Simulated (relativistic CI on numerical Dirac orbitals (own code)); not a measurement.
Electric-dipole transitions in Zr22+

Method of calculation: Dirac-Coulomb-Breit CI, separate exchange-only KLI orbitals for each configuration, model QED, unscaled Slater integrals (own radial code, finite nucleus).

Configurations in the expansion (outside the closed core [Ne]): 3s²3p⁶, 3s²3p⁵3d, 3s3p⁶3d, 3s²3p⁵4s, 3s²3p⁵4p, 3s²3p⁵4d, 3s3p⁶4s, 3p⁶3d4p, 3s²3p⁵4f, 3s3p⁶4p, 3s3p⁶4d, 3s3p⁶4f, 3s²3p⁵5s, 3s²3p⁵5p, 3s²3p⁵5d, 3s²3p⁵5f, 3s²3p⁵5g, 3s3p⁶5s, 3s3p⁶5p, 3s²3p⁵6s, 3s3p⁶5d, 3s²3p⁵6p, 3p⁶3d², 3p⁵3d³, 3p⁵3d²4s, 3p⁵3d²4p, 3p⁵3d²4d, 3p⁶3d4s, 3p⁵3d4s², 3p⁵3d4s4p, 3p⁵3d4s4d. Double excitations out of closed p, d and f shells are left out; levels of such configurations are missing from the list, as are those of other unlisted configurations, and high levels can miss mixing partners. These lack a partner that the ground configuration has and come out too high: 3s²3p⁵4f, 3s²3p⁵5s, 3s²3p⁵5p, 3s²3p⁵5d, 3s²3p⁵5f.

| λ vac (Å) | Lower | Upper | A (s⁻¹) | gf | Branching (%) |
| --- | --- | --- | --- | --- | --- |
| 18.155 | 3s²3p⁵3d ³F°4 [6] | 3s²3p⁵5f ³G5 [213] | 2.75e+12 | 1.49e+00 | 79.2 |
| 21.123 | 3s²3p⁶ ¹S0 [1] | 3s²3p⁵4d ¹P°1 [140] | 6.96e+12 | 1.40e+00 | 99.6 |
| 23.964 | 3s²3p⁵3d ³P°1 [3] | 3s²3p⁵4f ³D2 [166] | 3.95e+12 | 1.70e+00 | 56.0 |
| 24.074 | 3s²3p⁵3d ³F°2 [10] | 3s²3p⁵4f ³G3 [175] | 6.07e+12 | 3.69e+00 | 92.0 |
| 24.088 | 3s²3p⁵3d ³P°2 [4] | 3s²3p⁵4f ³D3 [169] | 4.31e+12 | 2.62e+00 | 62.3 |
| 24.091 | 3s3p⁶3d ³D1 [14] | 3s3p⁶4f ³F°2 [185] | 5.57e+12 | 2.42e+00 | 82.1 |
| 24.121 | 3s²3p⁵3d ³F°3 [5] | 3s²3p⁵4f ³G4 [168] | 5.85e+12 | 4.60e+00 | 89.9 |
| 24.139 | 3s3p⁶3d ³D2 [15] | 3s3p⁶4f ³F°3 [186] | 5.82e+12 | 3.56e+00 | 85.8 |
| 24.188 | 3s²3p⁵3d ³F°2 [7] | 3s²3p⁵4f ¹F3 [170] | 4.88e+12 | 3.00e+00 | 73.8 |
| 24.190 | 3s²3p⁵3d ³F°4 [6] | 3s²3p⁵4f ³G5 [167] | 6.50e+12 | 6.27e+00 | 99.8 |
| 24.245 | 3s3p⁶3d ³D3 [16] | 3s3p⁶4f ³F°4 [187] | 6.60e+12 | 5.23e+00 | 97.5 |
| 24.274 | 3s²3p⁵3d ³D°2 [11] | 3s²3p⁵4f ³F3 [176] | 6.19e+12 | 3.83e+00 | 91.1 |
| 24.317 | 3s²3p⁵3d ¹F°3 [12] | 3s²3p⁵4f ¹G4 [177] | 6.40e+12 | 5.11e+00 | 98.3 |
| 24.393 | 3s²3p⁵3d ³D°3 [8] | 3s²3p⁵4f ³F4 [171] | 5.82e+12 | 4.67e+00 | 88.8 |
| 24.531 | 3s3p⁶3d ¹D2 [17] | 3s3p⁶4f ¹F°3 [188] | 6.34e+12 | 4.00e+00 | 96.1 |
| 78.634 | 3p⁶3d² ³F4 [20] | 3p⁵3d³ ³D°3 [153] | 5.72e+11 | 3.71e+00 | n/a |
| 78.828 | 3s²3p⁶ ¹S0 [1] | 3s²3p⁵3d ¹P°1 [13] | 6.78e+11 | 1.90e+00 | 100.0 |
| 79.141 | 3p⁶3d² ¹G4 [25] | 3p⁵3d³ ¹F°3 [161] | 6.56e+11 | 4.31e+00 | n/a |
| 80.607 | 3p⁶3d² ¹G4 [25] | 3p⁵3d³ ¹G°4 [154] | 7.21e+11 | 6.32e+00 | n/a |
| 81.763 | 3p⁶3d² ³F4 [20] | 3p⁵3d³ ³F°4 [148] | 5.35e+11 | 4.83e+00 | n/a |

Terms are leading LS components. Brackets give the number of a level in order of energy, since labels repeat. The list gives strong lines, with weight on those to low levels, without lines whose two gauges differ by over a factor of 2.5, among the lowest 400 of 1344 levels, so that lines to higher ones, which can be the strongest, are missing. Levels whose partners in the same complex of configurations lie outside the list can be far off, and so can their lines. Rates are taken at the computed energies, electric ones in the length gauge.

At this charge energies of transitions that change n are usually good to better than 1 %, and those within a shell (Δn = 0) to a few per cent.

LS names give the leading component of a level, which can be under half, so a name can repeat, a term be missing and a line seem to break the LS rules.
